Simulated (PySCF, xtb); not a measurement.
Pb(Cl)2 cation (Cl₂Pb), SMILES [Cl][Pb][Cl] (connectivity only; charge and spin as stated), charge +1, multiplicity 2.

Harmonic wavenumbers (cm⁻¹) from GFN2-xTB run with xtb 6.7.1 at its own minimum, in rising order: 141, 199, 266.

Question: What does PySCF with r2SCAN-D4/def2-TZVP give at its own minimum? (Estimate from the structure and the level; the computed values follow.)

Answer: 178, 223, 312. Paired by order, the mean absolute difference is 36 cm⁻¹ and the zero-point energies are 0.9 and 1.0 kcal/mol.
